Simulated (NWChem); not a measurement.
# HfH4O2; SMILES [OH][HfH2][OH]

```xyz
7

Hf     0.0000     0.0000    -0.0174
O      1.6292     0.1461     0.9707
H      2.3126     0.2077     1.6363
O     -1.6292    -0.1461     0.9707
H     -2.3126    -0.2077     1.6363
H      0.1352    -1.5113    -1.0952
H     -0.1352     1.5113    -1.0952
```
Atoms are numbered in this order, from 1.

Level: PBE0/def2-SVP with def2 effective core potentials on Hf (NWChem), optimised geometry, unscaled harmonic frequencies. def2 effective core potentials on Hf; no spin-orbit coupling.

| frequency (cm⁻¹) | IR intensity (km/mol) |
|---|---|
| 149 | 0.1 |
| 279 | 1.2 |
| 302 | 175.9 |
| 354 | 0.0 |
| 369 | 335.2 |
| 395 | 154.3 |
| 520 | 83.6 |
| 536 | 0.0 |
| 631 | 81.5 |
| 737 | 270.2 |
| 740 | 158.3 |
| 1700 | 555.4 |
| 1737 | 283.7 |
| 4025 | 337.9 |
| 4028 | 242.4 |

```
Property                                                                           Result
-----------------------------------------------------------------------  ----------------
zero-point energy                                                           23.6 kcal/mol
thermal correction to the enthalpy at 298.15 K (with zero-point energy)     28.0 kcal/mol
heat capacity Cv                                                         20.7 cal/(mol K)
entropy at 298.15 K and 1 atm (symmetry number 2)                        76.2 cal/(mol K)
```

Rigid rotor and harmonic oscillator.
